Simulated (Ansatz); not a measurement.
Steps of a relaxation of F₃H₅InNSi, SMILES `[F][In-]([F])([F])[NH2+][SiH3]` with RKS PBE-D4/def2-SVP.

```sh
$ ansatz run in.yaml --threads 4 --pin off --events-out ev --progress --plain --max-ram 11315MiB
```

```yaml
crystal:
  periodic: [false, false, false]
  atoms:
    - {symbol: F, position_ang: [-1.977900, -1.613900, 0.829800]}
    - {symbol: In, position_ang: [-0.296500, -1.594900, -0.111900]}
    - {symbol: F, position_ang: [1.082900, -2.154400, 1.126900]}
    - {symbol: F, position_ang: [-0.298800, -2.840000, -1.623700]}
    - {symbol: N, position_ang: [0.142700, 0.326100, -0.847700]}
    - {symbol: Si, position_ang: [0.208200, 1.475200, 0.557000]}
    - {symbol: H, position_ang: [-0.575900, 0.655900, -1.486000]}
    - {symbol: H, position_ang: [1.102100, 0.359600, -1.325400]}
    - {symbol: H, position_ang: [1.264700, 1.045900, 1.533300]}
    - {symbol: H, position_ang: [0.513500, 2.815300, 0.097200]}
    - {symbol: H, position_ang: [-1.099700, 1.468300, 1.270800]}
basis:
  gaussian: {orbitals: def2-SVP}
hamiltonian: {xc: pbe, dispersion: d4}
relax: {f_tol: 0.03, max_steps: 200}
```

Positions (Å) and forces (eV/Å) along the path, 13 of 19 steps:

```xyz
11
step=1 energy=-22752.2392 eV
F    -1.978   -1.614    0.830   -1.244    0.411    0.565
In   -0.296   -1.595   -0.112   -0.188   -2.349   -0.122
F     1.083   -2.154    1.127    1.015    0.062    0.711
F    -0.299   -2.840   -1.624    0.021   -0.132   -0.702
N     0.143    0.326   -0.848    2.102    1.617   -0.424
Si    0.208    1.475    0.557    0.037    0.079    1.445
H    -0.576    0.656   -1.486   -0.306    0.052   -0.753
H     1.102    0.360   -1.325   -1.438   -0.203    0.300
H     1.265    1.046    1.533    0.018   -0.220   -0.297
H     0.513    2.815    0.097    0.190    0.854   -0.520
H    -1.100    1.468    1.271   -0.206   -0.171   -0.203
11
step=2 energy=-22752.8324 eV
F    -2.072   -1.551    0.809    0.217    0.129   -0.164
In   -0.315   -1.781   -0.104   -0.133   -0.917    0.276
F     1.203   -2.120    1.149   -0.166    0.207   -0.216
F    -0.299   -2.869   -1.778    0.014    0.334    0.221
N     0.140    0.336   -0.755    0.643    0.470   -0.269
Si    0.221    1.558    0.609   -0.060   -0.432    0.361
H    -0.572    0.626   -1.440   -0.018   -0.099   -0.182
H     1.056    0.305   -1.259   -0.528   -0.047    0.132
H     1.311    1.043    1.504   -0.086    0.097   -0.061
H     0.528    2.900    0.045    0.049    0.201   -0.089
H    -1.136    1.496    1.240    0.068    0.056   -0.010
11
step=6 energy=-22752.9140 eV
F    -2.063   -1.423    0.794   -0.003    0.008    0.008
In   -0.322   -1.836   -0.052    0.003   -0.017   -0.023
F     1.240   -2.002    1.154    0.002    0.005    0.012
F    -0.294   -2.779   -1.790   -0.001    0.001    0.009
N     0.149    0.324   -0.777    0.000    0.038   -0.017
Si    0.213    1.506    0.614   -0.004   -0.019   -0.002
H    -0.576    0.560   -1.472    0.008   -0.006    0.011
H     1.040    0.264   -1.295   -0.007   -0.005    0.006
H     1.298    1.004    1.509   -0.001   -0.001   -0.004
H     0.519    2.880    0.091    0.000   -0.001    0.003
H    -1.140    1.446    1.244    0.003   -0.003   -0.004
11
step=7 energy=-22752.9145 eV
F    -2.065   -1.412    0.786   -0.005    0.003    0.000
In   -0.323   -1.832   -0.055    0.003   -0.001   -0.003
F     1.226   -1.979    1.171    0.001    0.005    0.004
F    -0.279   -2.793   -1.782   -0.001   -0.004   -0.002
N     0.146    0.329   -0.786   -0.004    0.000    0.004
Si    0.218    1.498    0.615   -0.002   -0.002    0.008
H    -0.585    0.568   -1.472    0.001   -0.001   -0.005
H     1.033    0.269   -1.309    0.001    0.002   -0.005
H     1.308    0.989    1.499    0.002   -0.001   -0.002
H     0.518    2.878    0.104    0.002    0.003   -0.001
H    -1.132    1.429    1.250    0.001   -0.004    0.001
11
step=8 energy=-22752.9152 eV
F    -2.080   -1.395    0.756    0.003   -0.010   -0.018
In   -0.327   -1.823   -0.060    0.018    0.005    0.024
F     1.195   -1.921    1.208   -0.027    0.002   -0.024
F    -0.244   -2.823   -1.763    0.000    0.005    0.011
N     0.140    0.337   -0.801   -0.016   -0.032    0.002
Si    0.231    1.481    0.618    0.019    0.012    0.027
H    -0.607    0.583   -1.468    0.008    0.003   -0.010
H     1.016    0.281   -1.341   -0.006    0.007   -0.005
H     1.337    0.962    1.476    0.000    0.009   -0.004
H     0.515    2.872    0.127   -0.003    0.001   -0.005
H    -1.110    1.391    1.269    0.004   -0.002    0.003
11
step=10 energy=-22752.9221 eV
F    -2.168   -1.420    0.633    0.069   -0.042   -0.068
In   -0.356   -1.812   -0.073    0.113   -0.036    0.072
F     1.079   -1.785    1.317   -0.193    0.002   -0.184
F    -0.122   -2.874   -1.732   -0.014    0.097    0.157
N     0.113    0.345   -0.818   -0.048   -0.001   -0.011
Si    0.287    1.454    0.629    0.061   -0.029    0.017
H    -0.672    0.616   -1.432    0.085   -0.015    0.041
H     0.958    0.295   -1.410   -0.061    0.011    0.024
H     1.462    0.947    1.403   -0.047    0.051   -0.049
H     0.499    2.864    0.150   -0.012   -0.032    0.006
H    -1.015    1.313    1.354    0.047   -0.006   -0.007
11
step=11 energy=-22752.9439 eV
F    -2.273   -1.515    0.499    0.183   -0.029   -0.086
In   -0.393   -1.806   -0.078   -0.078   -0.105    0.023
F     0.965   -1.710    1.379   -0.121    0.033   -0.098
F    -0.031   -2.880   -1.707   -0.012    0.110    0.156
N     0.093    0.341   -0.804   -0.001    0.065   -0.058
Si    0.344    1.450    0.634    0.028   -0.041    0.085
H    -0.705    0.641   -1.389    0.073   -0.019    0.054
H     0.913    0.282   -1.429   -0.066   -0.004    0.034
H     1.590    1.004    1.337   -0.102    0.053   -0.103
H     0.469    2.865    0.132   -0.016   -0.080    0.032
H    -0.906    1.271    1.447    0.113    0.018   -0.039
11
step=12 energy=-22752.9667 eV
F    -2.355   -1.551    0.363    0.263   -0.081   -0.072
In   -0.431   -1.816   -0.076   -0.060    0.047   -0.036
F     0.851   -1.565    1.440   -0.170   -0.040   -0.115
F     0.077   -2.872   -1.681   -0.043    0.101    0.235
N     0.069    0.329   -0.796   -0.036    0.077   -0.072
Si    0.391    1.421    0.643    0.058   -0.103    0.115
H    -0.743    0.653   -1.348    0.074   -0.018    0.048
H     0.863    0.265   -1.454   -0.071    0.000    0.054
H     1.705    1.019    1.247   -0.171    0.076   -0.114
H     0.439    2.843    0.141   -0.013   -0.092    0.040
H    -0.800    1.217    1.541    0.169    0.031   -0.082
11
step=14 energy=-22753.0311 eV
F    -2.451   -1.749    0.072   -0.005   -0.008   -0.008
In   -0.482   -1.799   -0.089   -0.004    0.057   -0.059
F     0.564   -1.396    1.563   -0.011    0.025    0.016
F     0.346   -2.887   -1.515    0.020    0.013    0.023
N    -0.027    0.358   -0.793   -0.010    0.009    0.061
Si    0.486    1.381    0.647    0.028   -0.036    0.045
H    -0.869    0.740   -1.252    0.017   -0.036    0.010
H     0.704    0.302   -1.519   -0.031   -0.003    0.001
H     1.867    0.970    1.039   -0.055   -0.001   -0.037
H     0.493    2.809    0.173    0.006   -0.002   -0.014
H    -0.566    1.214    1.695    0.045   -0.018   -0.037
11
step=15 energy=-22753.0425 eV
F    -2.464   -1.819   -0.023    0.000    0.001   -0.014
In   -0.490   -1.795   -0.095    0.022    0.045    0.010
F     0.472   -1.358    1.602   -0.016    0.011   -0.006
F     0.457   -2.861   -1.462    0.012    0.015    0.005
N    -0.067    0.372   -0.776   -0.022   -0.067   -0.090
Si    0.519    1.375    0.645   -0.004    0.006    0.024
H    -0.933    0.747   -1.194   -0.005    0.003    0.037
H     0.624    0.326   -1.541   -0.011   -0.010    0.026
H     1.895    0.915    0.984   -0.001   -0.004   -0.006
H     0.559    2.800    0.159    0.011   -0.002    0.007
H    -0.506    1.242    1.720    0.014    0.003    0.007
11
step=16 energy=-22753.0475 eV
F    -2.469   -1.895   -0.160    0.168   -0.001    0.012
In   -0.490   -1.786   -0.081   -0.030   -0.081   -0.070
F     0.353   -1.310    1.675   -0.057   -0.016   -0.123
F     0.620   -2.789   -1.386   -0.101    0.091    0.128
N    -0.136    0.380   -0.767    0.020    0.017   -0.157
Si    0.555    1.350    0.633    0.016    0.121    0.026
H    -1.030    0.761   -1.122    0.067   -0.042    0.092
H     0.503    0.349   -1.581   -0.067   -0.015    0.133
H     1.922    0.822    0.907   -0.023   -0.026   -0.005
H     0.660    2.774    0.149   -0.001   -0.027   -0.015
H    -0.425    1.287    1.755    0.008   -0.022   -0.023
11
step=18 energy=-22753.0524 eV
F    -2.456   -1.941   -0.194    0.004    0.002   -0.001
In   -0.488   -1.795   -0.095   -0.001   -0.007    0.007
F     0.317   -1.311    1.669   -0.001    0.003    0.000
F     0.644   -2.780   -1.381    0.002    0.005    0.001
N    -0.148    0.382   -0.750   -0.006    0.015   -0.026
Si    0.568    1.360    0.629    0.020    0.024    0.036
H    -1.054    0.761   -1.067    0.006   -0.013   -0.002
H     0.468    0.365   -1.578   -0.015   -0.006    0.004
H     1.919    0.802    0.919    0.003   -0.014   -0.009
H     0.704    2.769    0.114    0.001   -0.002   -0.004
H    -0.409    1.332    1.753   -0.012   -0.007   -0.005
11
step=19 energy=-22753.0528 eV
F    -2.450   -1.944   -0.200   -0.007   -0.002   -0.001
In   -0.484   -1.790   -0.092   -0.005   -0.013   -0.004
F     0.310   -1.301    1.675    0.003    0.002    0.011
F     0.661   -2.767   -1.372    0.006   -0.003   -0.004
N    -0.155    0.386   -0.752    0.003    0.001    0.010
Si    0.572    1.357    0.630   -0.003    0.001   -0.012
H    -1.066    0.759   -1.060   -0.002    0.004   -0.002
H     0.453    0.367   -1.585   -0.001    0.004   -0.004
H     1.916    0.780    0.913    0.002    0.002    0.001
H     0.720    2.764    0.115    0.003    0.000    0.004
H    -0.412    1.333    1.749    0.001    0.003    0.001
```

It took 68 s on 4 threads of an Intel Xeon on a shared host, with 0.2 GiB of host memory at the peak.
